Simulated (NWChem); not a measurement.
System: H2SeS2; SMILES S[Se]S

The following NWChem deck was run.

```
start job
memory heap 200 mb stack 900 mb global 1100 mb
geometry units angstroms noautoz
  Se     0.000000     0.000000     0.796168
  S      1.787398    -0.106259    -0.544011
  H      1.968008     1.221630    -0.737543
  S     -1.787398     0.106259    -0.544011
  H     -1.968008    -1.221630    -0.737543
end
basis spherical
  Se library 6-31g*
  S library 6-31g*
  H library 6-31g*
end
dft
  xc m05-2x
  iterations 150
  mulliken
end
task dft energy
```

NWChem printed, in part:

```
             Northwest Computational Chemistry Package (NWChem) 7.3.0
             --------------------------------------------------------

 C2  symmetry detected

                             Geometry "geometry" -> ""
                             -------------------------

 Output coordinates in angstroms (scale by  1.889725989 to convert to a.u.)

  No.       Tag          Charge          X              Y              Z
 ---- ---------------- ---------- -------------- -------------- --------------
    1 Se                  34.0000     0.00000000     0.00000000     0.67578162
    2 S                   16.0000     1.79002039    -0.04369869    -0.66439738
    3 H                    1.0000     1.92409109     1.28969330    -0.85792938
    4 S                   16.0000    -1.79002039     0.04369869    -0.66439738
    5 H                    1.0000    -1.92409109    -1.28969330    -0.85792938

 Effective nuclear repulsion energy (a.u.)     325.1447703018

      Symmetry information
      --------------------

 Group name             C2
 Group number              4
 Group order               2
 No. of unique centers     3

                                 NWChem DFT Module
                                 -----------------

 Summary of "ao basis" -> "ao basis" (spherical)
 ------------------------------------------------------------------------------
       Tag                 Description            Shells   Functions and Types
 ---------------- ------------------------------  ------  ---------------------
 Se                          6-31g*                 12       32   5s4p3d
 S                           6-31g*                  8       18   4s3p1d
 H                           6-31g*                  2        2   2s

      Symmetry analysis of basis
      --------------------------

        a          38
        b          34

            General Information
            -------------------
          SCF calculation type: DFT
          Wavefunction type:  closed shell.
          No. of atoms     :     5
          No. of electrons :    68
           Alpha electrons :    34
            Beta electrons :    34
          Charge           :     0
          Spin multiplicity:     1
          Use of symmetry is: on ; symmetry adaption is: on
          Maximum number of iterations: 150
          AO basis - number of functions:    72
                     number of shells:    32
          Convergence on energy requested:  1.00D-06
          Convergence on density requested:  1.00D-05
          Convergence on gradient requested:  5.00D-04

              XC Information
              --------------
                       M05-2X Method XC Functional
                     Hartree-Fock (Exact) Exchange  0.560
                M05-2X metaGGA Exchange Functional  0.440
                      M05-2X Correlation Potential  1.000

             Grid Information
             ----------------
          Grid used for XC integration:  medium
          Radial quadrature: Mura-Knowles
          Angular quadrature: Lebedev.
          Tag              B.-S. Rad. Rad. Pts. Rad. Cut. Ang. Pts.
          ---              ---------- --------- --------- ---------
          Se                  1.15      112           8.0       590
          S                   1.00       88          10.0       590
          H                   0.35       45          11.0       434
          Grid pruning is: on
          Number of quadrature shells:   245
          Spatial weights used:  Erf1

      Superposition of Atomic Density Guess
      -------------------------------------

 Sum of atomic energies:       -3195.41317026

      Non-variational initial energy
      ------------------------------

 Total energy =   -3195.914993
 1-e energy   =   -5091.470135
 2-e energy   =    1570.410371
 HOMO         =      -0.251163
 LUMO         =      -0.037921

      Symmetry analysis of molecular orbitals - initial
      -------------------------------------------------

  Numbering of irreducible representations:

     1 a           2 b

  Orbital symmetries:

     1 a           2 b           3 a           4 a           5 b
     6 a           7 b           8 b           9 a          10 a
    11 b          12 a          13 b          14 a          15 b
    16 a          17 b          18 a          19 b          20 b
    21 a          22 a          23 a          24 b          25 a
    26 b          27 a          28 b          29 a          30 b
    31 a          32 a          33 b          34 b          35 a
    36 b          37 a          38 b          39 a          40 b
    41 b          42 a          43 b          44 a

     ---------------------------------------------
      Total Density - Mulliken Population Analysis
     ---------------------------------------------

    Atom       Charge   Shell Charges
 -----------   ------   -------------------------------------------------------
    1 Se  34    33.90   2.00  2.00  6.00  2.00  5.99  1.51  2.81  0.40  1.10  6.94  2.94  0.19
    2 S   16    16.29   2.00  2.00  5.98  1.33  2.96  0.54  1.46  0.03
    3 H    1     0.76   0.41  0.35
    4 S   16    16.29   2.00  2.00  5.98  1.33  2.96  0.54  1.46  0.03
    5 H    1     0.76   0.41  0.35

   convergence    iter        energy       DeltaE   RMS-Dens  Diis-err
 ---------------- ----- ----------------- --------- --------- ---------
 d= 0,ls=0.0,diis     1  -3198.6708566436 -3.52D+03  8.84D-03  3.01D-01
 d= 0,ls=0.0,diis     2  -3198.6994895221 -2.86D-02  4.12D-03  6.30D-02
 d= 0,ls=0.0,diis     3  -3198.7067236090 -7.23D-03  1.31D-03  1.07D-02
 d= 0,ls=0.0,diis     4  -3198.7077988105 -1.08D-03  2.92D-04  4.91D-04
 d= 0,ls=0.0,diis     5  -3198.7078604835 -6.17D-05  9.31D-05  1.38D-05
  Resetting Diis
 d= 0,ls=0.0,diis     6  -3198.7078637720 -3.29D-06  3.43D-05  1.67D-06
 d= 0,ls=0.0,diis     7  -3198.7078642682 -4.96D-07  8.17D-06  3.51D-08

         Total DFT energy =    -3198.707864268240
      One electron energy =    -5092.499970574159
           Coulomb energy =     1707.852825218926
    Exchange-Corr. energy =     -139.205489214807
 Nuclear repulsion energy =      325.144770301801

 Numeric. integr. density =       67.999987928793

                  Occupations of the irreducible representations
                  ----------------------------------------------

                     irrep           alpha         beta
                     --------     --------     --------
                     a                18.0         18.0
                     b                16.0         16.0

                       DFT Final Molecular Orbital Analysis
                       ------------------------------------

 Vector   32  Occ=2.000000D+00  E=-3.313918D-01  Symmetry=a
              MO Center=  6.3D-14, -2.6D-15, -4.9D-01, r^2= 4.6D+00
   Bfn.  Coefficient  Atom+Function         Bfn.  Coefficient  Atom+Function
  ----- ------------  ---------------      ----- ------------  ---------------
    41      0.465973  2 S  pz                61      0.465973  4 S  pz
    45      0.283898  2 S  pz                65      0.283898  4 S  pz
    13     -0.253188  1 Se pz                37     -0.175464  2 S  pz
    57     -0.175464  4 S  pz                14     -0.167413  1 Se s
    10      0.165433  1 Se s                  9      0.106173  1 Se pz

 Vector   33  Occ=2.000000D+00  E=-3.235176D-01  Symmetry=b
              MO Center= -1.1D-14, -6.4D-16, -5.9D-01, r^2= 4.8D+00
   Bfn.  Coefficient  Atom+Function         Bfn.  Coefficient  Atom+Function
  ----- ------------  ---------------      ----- ------------  ---------------
    39      0.406496  2 S  px                59      0.406496  4 S  px
    41      0.312281  2 S  pz                61     -0.312281  4 S  pz
    43      0.242445  2 S  px                63      0.242445  4 S  px
    45      0.185473  2 S  pz                65     -0.185473  4 S  pz
    35     -0.152319  2 S  px                55     -0.152319  4 S  px

 Vector   34  Occ=2.000000D+00  E=-3.161176D-01  Symmetry=b
              MO Center= -5.1D-15,  9.2D-16,  4.1D-01, r^2= 2.7D+00
   Bfn.  Coefficient  Atom+Function         Bfn.  Coefficient  Atom+Function
  ----- ------------  ---------------      ----- ------------  ---------------
    12      0.723701  1 Se py                16      0.355229  1 Se py
     8     -0.304802  1 Se py                52     -0.149986  3 H  s
    72      0.149986  5 H  s                 40     -0.142806  2 S  py
    60     -0.142806  4 S  py                42      0.126715  2 S  s
    62     -0.126715  4 S  s                 51     -0.097772  3 H  s

 Vector   35  Occ=0.000000D+00  E=-3.786031D-02  Symmetry=a
              MO Center= -5.7D-14, -3.2D-16, -7.2D-02, r^2= 4.7D+00
   Bfn.  Coefficient  Atom+Function         Bfn.  Coefficient  Atom+Function
  ----- ------------  ---------------      ----- ------------  ---------------
    17     -0.709875  1 Se pz                14      0.670883  1 Se s
    13     -0.531618  1 Se pz                43      0.508086  2 S  px
    63     -0.508086  4 S  px                42     -0.408713  2 S  s
    62     -0.408713  4 S  s                 39      0.342853  2 S  px
    59     -0.342853  4 S  px                10     -0.333697  1 Se s

 Vector   36  Occ=0.000000D+00  E=-1.488185D-02  Symmetry=b
              MO Center=  6.4D-14, -2.4D-16,  2.2D-01, r^2= 4.5D+00
   Bfn.  Coefficient  Atom+Function         Bfn.  Coefficient  Atom+Function
  ----- ------------  ---------------      ----- ------------  ---------------
    15      0.868092  1 Se px                11      0.608377  1 Se px
    45     -0.401443  2 S  pz                65      0.401443  4 S  pz
    42     -0.380983  2 S  s                 62      0.380983  4 S  s
    43      0.321932  2 S  px                63      0.321932  4 S  px
    41     -0.275437  2 S  pz                61      0.275437  4 S  pz

[...]
```

Level: M05-2X/6-31G* (spherical d). Geometry: optimised at B3LYP/6-31G* (spherical d).
